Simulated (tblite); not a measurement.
Species: C3H4ClF3Si.
Cartesian coordinates in Å at the GFN2-xTB level; atoms count from 1:
```
atom  x, y, z in Å
F1    -2.210   -1.110   -0.730
C2    -2.048   -0.124    0.152
F3    -3.104   -0.028    0.951
C4    -0.960    0.633    0.187
F5    -0.890    1.605    1.121
C6     0.234    0.495   -0.676
Si7    1.746   -0.162    0.320
Cl8    3.265   -0.317   -0.982
H9     0.477    1.476   -1.089
H10   -0.002   -0.170   -1.505
H11    1.413   -1.477    0.859
H12    2.081    0.796    1.367
```

Level: GFN2-xTB in tblite, geometry and Hessian alike; calculated harmonic values, unscaled, isolated species. Errors from tens to a few hundred cm⁻¹ against measured bands are possible. Modes of hydrogen on silicon can be 10 to 20 % off. One conformer, not necessarily the lowest.

Harmonic wavenumbers (cm⁻¹): 33.1, 40.1, 83.9, 140.6, 180.7, 194.2, 319.2, 395.9, 445.3, 459.9, 464.2, 521.6, 541.2, 560.7, 693.8, 715.8, 768.5, 770.2, 798.1, 1026.1, 1150.1, 1196.6, 1213.6, 1234.3, 1432.0, 1787.0, 2286.8, 2312.0, 2974.7, 3016.0.

A = 3168, B = 576.4, C = 518.5 MHz; mass 159.972 u (most abundant isotopes); point group C1, symmetry number 1.

Q: Zero-point energy?

A: ½Σν̃ = 13878 cm⁻¹ = 166.02 kJ/mol.

Q: What is S at 298.15 K and 1 bar for an ideal gas of classical rigid rotors and harmonic oscillators?

A: Translation 172.15, rotation 126.39, vibration 124.91: S = 423.4 J/(mol K).

Q: And Cp and H(298.15 K) − H(0)?

A: Cp = 147.01 J/(mol K), of which vibrations give 113.76 (their classical limit is 30 R = 249.4); H(298.15 K) − H(0) = 28.22 kJ/mol without the zero-point energy, 18.30 from vibrations.

Q: How do the functions run with temperature in this model?

A: 
```json
{"T (K)": "100", "S (J/(mol K))": "306.2", "Cp (J/(mol K))": "77.2", "H − H(0) (kJ/mol)": "5.69", "G − H(0) (kJ/mol)": "-24.93", "ln q(vib)": "2.45"}
{"T (K)": "200", "S (J/(mol K))": "371.3", "Cp (J/(mol K))": "115.0", "H − H(0) (kJ/mol)": "15.30", "G − H(0) (kJ/mol)": "-58.96", "ln q(vib)": "5.15"}
{"T (K)": "300", "S (J/(mol K))": "424.4", "Cp (J/(mol K))": "147.5", "H − H(0) (kJ/mol)": "28.49", "G − H(0) (kJ/mol)": "-98.82", "ln q(vib)": "7.69"}
{"T (K)": "500", "S (J/(mol K))": "510.9", "Cp (J/(mol K))": "191.0", "H − H(0) (kJ/mol)": "62.75", "G − H(0) (kJ/mol)": "-192.71", "ln q(vib)": "12.38"}
{"T (K)": "800", "S (J/(mol K))": "609.2", "Cp (J/(mol K))": "226.2", "H − H(0) (kJ/mol)": "125.92", "G − H(0) (kJ/mol)": "-361.47", "ln q(vib)": "18.49"}
{"T (K)": "1000", "S (J/(mol K))": "661.3", "Cp (J/(mol K))": "240.1", "H − H(0) (kJ/mol)": "172.65", "G − H(0) (kJ/mol)": "-488.67", "ln q(vib)": "22.03"}
```

q(vib) and H(0) count from the zero-point level.

Q: Blend soft modes into free rotors: weight 1/[1 + (100 cm⁻¹/ν̃)⁴] for the oscillator and the rest for a rotor with moment μB/(μ + B), μ = h/(8π²ν), B = 10⁻⁴⁴ kg m². What vibrational entropy results?

A: 109.52 J/(mol K) in place of 124.91, which changes −T·S at 298.15 K by +4.59 kJ/mol.

Q: What must be added to the electronic energy to get the Gibbs energy at 298.15 K and 1 bar?

A: ZPE + [H(298.15 K) − H(0)] − T·S = 166.02 + 28.22 − 126.25 = 67.99 kJ/mol.

Q: Which modes carry the vibrational entropy at 298.15 K?

A: 33.1 cm⁻¹: 23.57; 40.1 cm⁻¹: 21.98; 83.9 cm⁻¹: 15.89; 140.6 cm⁻¹: 11.70; 180.7 cm⁻¹: 9.71; 194.2 cm⁻¹: 9.15 J/(mol K); the other 24 give 32.90 together.

Hindered rotation and anharmonicity are outside this model. Other conformers, if any are populated, would add a mixing term that is left out. The structure is chiral; the term R ln 2 for an equal mix with its mirror image is left out.
